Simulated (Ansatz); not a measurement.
Ansatz (a program for electronic structure) input file for C4H6ClF, SMILES C/C(F)=C(\C)Cl, B3LYP-D3(BJ)/def2-SVP. 

Ansatz 0.2 input:
```yaml
crystal:
  periodic: [false, false, false]
  atoms:
    - {symbol: C, position_ang: [1.60783125, -1.65845849, -0.16143522]}
    - {symbol: C, position_ang: [0.85655292, -0.37814750, -0.01397987]}
    - {symbol: F, position_ang: [1.68633304, 0.67543620, 0.18794711]}
    - {symbol: C, position_ang: [-0.45553540, -0.17021129, -0.04684149]}
    - {symbol: C, position_ang: [-1.51826169, -1.19869632, -0.23644284]}
    - {symbol: Cl, position_ang: [-1.06840424, 1.44784654, 0.14667656]}
    - {symbol: H, position_ang: [1.94534709, -2.00903926, 0.81397554]}
    - {symbol: H, position_ang: [2.48869441, -1.47685605, -0.77505041]}
    - {symbol: H, position_ang: [1.00100444, -2.42628638, -0.62646038]}
    - {symbol: H, position_ang: [-2.21036001, -1.16767479, 0.60362499]}
    - {symbol: H, position_ang: [-1.09758001, -2.19628114, -0.30740071]}
    - {symbol: H, position_ang: [-2.08475348, -0.98309780, -1.14151798]}
basis:
  gaussian:
    orbitals: def2-SVP
hamiltonian:
  xc: b3lyp
  dispersion: d3bj
relax: {f_tol: 0.002, max_steps: 200}
```

Log of the run:

```
WARN ansatz: RAYON_NUM_THREADS=1 ignored (pool sized by the plan → 1); use --threads N
Functional definition: B3LYP
integrals: 0.08 GiB planned
1309 factors; integrals over basis functions are off by at most 3.2e-4 eV
mean field: 0.57 GiB planned
mean field evaluation 1: about -19468.9507 eV, gradient 5.5e1 eV
mean field evaluation 2: about -19466.6347 eV, gradient 6.1e1 eV
mean field evaluation 4: about -19476.1258 eV, gradient 4.2e0 eV
mean field evaluation 8: about -19476.1982 eV, gradient 4.3e-2 eV
mean field -19476.19816894 eV, -715.7370812673 hartree, gradient 4.4e-5 eV, S^2 0.000000; 0 other end points of the search recorded, 0 dependent functions left out
the calculation of the forces begins
reference -19476.19840371 eV, -715.7370898951 hartree; 28, 28 occupied and 90, 90 virtual orbitals, 1309 factors
relax step   1: F+E_penalty+E_count = -19476.65960286 eV  Δ(F+E_penalty+E_count) = +0.000e0 eV  max|allowed force component| = 9.167e-1 eV/Å  Δτ_max = 0.0000 Å  (26 SCF iters, accepted)
these checks for a lower state are left out or cut short: starts, cluster_reference, orbital_swaps, neighbouring_geometries, increment
integrals: 0.08 GiB planned
1309 factors; integrals over basis functions are off by at most 3.4e-4 eV
mean field: 0.57 GiB planned
mean field evaluation 16: about -19476.1775 eV, gradient 2.2e0 eV
mean field -19476.23080289 eV, -715.7382805429 hartree, gradient 1.4e-5 eV, S^2 0.000000; 0 other end points of the search recorded, 0 dependent functions left out
the calculation of the forces begins
reference -19476.23103799 eV, -715.7382891827 hartree; 28, 28 occupied and 90, 90 virtual orbitals, 1309 factors
relax step   2: F+E_penalty+E_count = -19476.69012164 eV  Δ(F+E_penalty+E_count) = -3.052e-2 eV  max|allowed force component| = 3.255e-1 eV/Å  Δτ_max = 0.0492 Å  (30 SCF iters, accepted)
these checks for a lower state are left out or cut short: starts, cluster_reference, orbital_swaps, neighbouring_geometries, increment
integrals: 0.08 GiB planned
1309 factors; integrals over basis functions are off by at most 3.4e-4 eV
mean field: 0.57 GiB planned
mean field -19476.23878616 eV, -715.7385739225 hartree, gradient 1.4e-5 eV, S^2 0.000000; 0 other end points of the search recorded, 0 dependent functions left out
the calculation of the forces begins
reference -19476.23902132 eV, -715.7385825646 hartree; 28, 28 occupied and 90, 90 virtual orbitals, 1309 factors
relax step   3: F+E_penalty+E_count = -19476.69695638 eV  Δ(F+E_penalty+E_count) = -6.835e-3 eV  max|allowed force component| = 1.176e-1 eV/Å  Δτ_max = 0.0676 Å  (30 SCF iters, accepted)
these checks for a lower state are left out or cut short: starts, cluster_reference, orbital_swaps, neighbouring_geometries, increment
integrals: 0.08 GiB planned
1309 factors; integrals over basis functions are off by at most 4.1e-4 eV
mean field: 0.57 GiB planned
mean field evaluation 32: about -19476.2367 eV, gradient 1.5e-1 eV
mean field -19476.23677589 eV, -715.7385000465 hartree, gradient 1.7e-5 eV, S^2 0.000000; 0 other end points of the search recorded, 0 dependent functions left out
the calculation of the forces begins
reference -19476.23701084 eV, -715.7385086807 hartree; 28, 28 occupied and 90, 90 virtual orbitals, 1309 factors
relax step   4: F+E_penalty+E_count = -19476.69567073 eV  Δ(F+E_penalty+E_count) = +1.286e-3 eV  max|allowed force component| = 4.013e-1 eV/Å  Δτ_max = 0.1033 Å  (29 SCF iters, rejected (line search))
these checks for a lower state are left out or cut short: starts, cluster_reference, orbital_swaps, neighbouring_geometries, increment
integrals: 0.08 GiB planned
1309 factors; integrals over basis functions are off by at most 3.4e-4 eV
mean field: 0.57 GiB planned
mean field -19476.24272166 eV, -715.7387185494 hartree, gradient 1.4e-5 eV, S^2 0.000000; 0 other end points of the search recorded, 0 dependent functions left out
the calculation of the forces begins
reference -19476.24295664 eV, -715.7387271847 hartree; 28, 28 occupied and 90, 90 virtual orbitals, 1309 factors
relax step   5: F+E_penalty+E_count = -19476.70104473 eV  Δ(F+E_penalty+E_count) = -4.088e-3 eV  max|allowed force component| = 5.843e-2 eV/Å  Δτ_max = 0.0504 Å  (29 SCF iters, accepted)
these checks for a lower state are left out or cut short: starts, cluster_reference, orbital_swaps, neighbouring_geometries, increment
integrals: 0.08 GiB planned
1309 factors; integrals over basis functions are off by at most 3.4e-4 eV
mean field: 0.57 GiB planned
mean field -19476.24581827 eV, -715.7388323479 hartree, gradient 1.4e-5 eV, S^2 0.000000; 0 other end points of the search recorded, 0 dependent functions left out
the calculation of the forces begins
reference -19476.24605351 eV, -715.7388409926 hartree; 28, 28 occupied and 90, 90 virtual orbitals, 1309 factors
relax step   6: F+E_penalty+E_count = -19476.70400957 eV  Δ(F+E_penalty+E_count) = -2.965e-3 eV  max|allowed force component| = 2.667e-2 eV/Å  Δτ_max = 0.0759 Å  (29 SCF iters, accepted)
these checks for a lower state are left out or cut short: starts, cluster_reference, orbital_swaps, neighbouring_geometries, increment
integrals: 0.08 GiB planned
1309 factors; integrals over basis functions are off by at most 5.8e-4 eV
mean field: 0.57 GiB planned
mean field -19475.78788353 eV, -715.7220035565 hartree, gradient 2.5e-5 eV, S^2 0.000000; 0 other end points of the search recorded, 0 dependent functions left out
the calculation of the forces begins
reference -19475.78811654 eV, -715.7220121194 hartree; 28, 28 occupied and 90, 90 virtual orbitals, 1309 factors
relax step   7: F+E_penalty+E_count = -19476.24931449 eV  Δ(F+E_penalty+E_count) = +4.547e-1 eV  max|allowed force component| = 2.326e0 eV/Å  Δτ_max = 0.1500 Å  (30 SCF iters, rejected (line search))
these checks for a lower state are left out or cut short: starts, cluster_reference, orbital_swaps, neighbouring_geometries, increment
integrals: 0.08 GiB planned
1309 factors; integrals over basis functions are off by at most 3.4e-4 eV
mean field: 0.57 GiB planned
mean field evaluation 64: about -19476.2465 eV, gradient 1.4e-5 eV
mean field -19476.24650576 eV, -715.7388576128 hartree, gradient 1.4e-5 eV, S^2 0.000000; 0 other end points of the search recorded, 0 dependent functions left out
the calculation of the forces begins
reference -19476.24674117 eV, -715.7388662638 hartree; 28, 28 occupied and 90, 90 virtual orbitals, 1309 factors
relax step   8: F+E_penalty+E_count = -19476.70474696 eV  Δ(F+E_penalty+E_count) = -7.374e-4 eV  max|allowed force component| = 4.627e-3 eV/Å  Δτ_max = 0.0380 Å  (30 SCF iters, accepted)
these checks for a lower state are left out or cut short: starts, cluster_reference, orbital_swaps, neighbouring_geometries, increment
integrals: 0.08 GiB planned
1309 factors; integrals over basis functions are off by at most 3.4e-4 eV
mean field: 0.57 GiB planned
mean field -19476.24667578 eV, -715.7388638608 hartree, gradient 1.4e-5 eV, S^2 0.000000; 0 other end points of the search recorded, 0 dependent functions left out
the calculation of the forces begins
reference -19476.24691128 eV, -715.7388725153 hartree; 28, 28 occupied and 90, 90 virtual orbitals, 1309 factors
relax step   9: F+E_penalty+E_count = -19476.70491780 eV  Δ(F+E_penalty+E_count) = -1.708e-4 eV  max|allowed force component| = 2.395e-2 eV/Å  Δτ_max = 0.0360 Å  (30 SCF iters, accepted)
these checks for a lower state are left out or cut short: starts, cluster_reference, orbital_swaps, neighbouring_geometries, increment
integrals: 0.08 GiB planned
1309 factors; integrals over basis functions are off by at most 3.4e-4 eV
mean field: 0.57 GiB planned
mean field -19476.24662665 eV, -715.7388620554 hartree, gradient 2.2e-5 eV, S^2 0.000000; 0 other end points of the search recorded, 0 dependent functions left out
the calculation of the forces begins
reference -19476.24686215 eV, -715.7388707099 hartree; 28, 28 occupied and 90, 90 virtual orbitals, 1309 factors
relax step  10: F+E_penalty+E_count = -19476.70491532 eV  Δ(F+E_penalty+E_count) = +2.486e-6 eV  max|allowed force component| = 1.673e-2 eV/Å  Δτ_max = 0.0038 Å  (24 SCF iters, rejected (line search))
these checks for a lower state are left out or cut short: starts, cluster_reference, orbital_swaps, neighbouring_geometries, increment
integrals: 0.08 GiB planned
1309 factors; integrals over basis functions are off by at most 3.4e-4 eV
mean field: 0.57 GiB planned
mean field -19476.24669224 eV, -715.7388644656 hartree, gradient 4.7e-5 eV, S^2 0.000000; 0 other end points of the search recorded, 0 dependent functions left out
the calculation of the forces begins
reference -19476.24692773 eV, -715.7388731199 hartree; 28, 28 occupied and 90, 90 virtual orbitals, 1309 factors
relax step  11: F+E_penalty+E_count = -19476.70495389 eV  Δ(F+E_penalty+E_count) = -3.608e-5 eV  max|allowed force component| = 2.059e-3 eV/Å  Δτ_max = 0.0013 Å  (21 SCF iters, accepted)
these checks for a lower state are left out or cut short: starts, cluster_reference, orbital_swaps, neighbouring_geometries, increment
integrals: 0.08 GiB planned
1309 factors; integrals over basis functions are off by at most 3.4e-4 eV
mean field: 0.57 GiB planned
mean field -19476.24669718 eV, -715.7388646472 hartree, gradient 2.2e-5 eV, S^2 0.000000; 0 other end points of the search recorded, 0 dependent functions left out
the calculation of the forces begins
reference -19476.24693268 eV, -715.7388733016 hartree; 28, 28 occupied and 90, 90 virtual orbitals, 1309 factors
relax step  12: F+E_penalty+E_count = -19476.70495410 eV  Δ(F+E_penalty+E_count) = -2.157e-7 eV  max|allowed force component| = 4.932e-4 eV/Å  Δτ_max = 0.0003 Å  (19 SCF iters, accepted)
integrals: 0.08 GiB planned
1309 factors; integrals over basis functions are off by at most 3.4e-4 eV
mean field: 0.57 GiB planned
mean field evaluation 96: about -19476.2467 eV, gradient 3.5e-2 eV
mean field -19476.24669718 eV, -715.7388646472 hartree, gradient 2.2e-5 eV, S^2 0.000000; 1 other end points of the search recorded, 0 dependent functions left out
the calculation of the forces begins
reference -19476.24693268 eV, -715.7388733016 hartree; 28, 28 occupied and 90, 90 virtual orbitals, 1309 factors
Total energy: -19476.70518960 eV, -715.7557139330 hartree
Atom 0 at     1.612030    -1.655034    -0.131618 Å, force    -0.000295     0.000293     0.000096 eV/Å
Atom 1 at     0.864508    -0.375113     0.029318 Å, force     0.000028     0.000387    -0.000001 eV/Å
Atom 2 at     1.687615     0.660915     0.269242 Å, force    -0.000493    -0.000213    -0.000015 eV/Å
Atom 3 at    -0.459548    -0.168313    -0.037037 Å, force     0.000032     0.000195     0.000128 eV/Å
Atom 4 at    -1.523776    -1.188123    -0.292705 Å, force     0.000302     0.000078    -0.000079 eV/Å
Atom 5 at    -1.066211     1.460888     0.194434 Å, force     0.000269    -0.000380    -0.000075 eV/Å
Atom 6 at     2.196112    -1.865311     0.780045 Å, force     0.000062    -0.000120    -0.000049 eV/Å
Atom 7 at     2.330166    -1.567731    -0.964173 Å, force     0.000044    -0.000038    -0.000066 eV/Å
Atom 8 at     0.949792    -2.505863    -0.327663 Å, force    -0.000053    -0.000263    -0.000040 eV/Å
Atom 9 at    -2.233991    -1.221173     0.549618 Å, force     0.000005     0.000070    -0.000023 eV/Å
Atom 10 at    -1.105183    -2.193440    -0.432539 Å, force     0.000088     0.000015     0.000081 eV/Å
Atom 11 at    -2.100646    -0.923168    -1.193826 Å, force     0.000012    -0.000024     0.000043 eV/Å
Dipole moment:    -0.020468    -0.567955    -0.098452 e Å
```

The run converged.
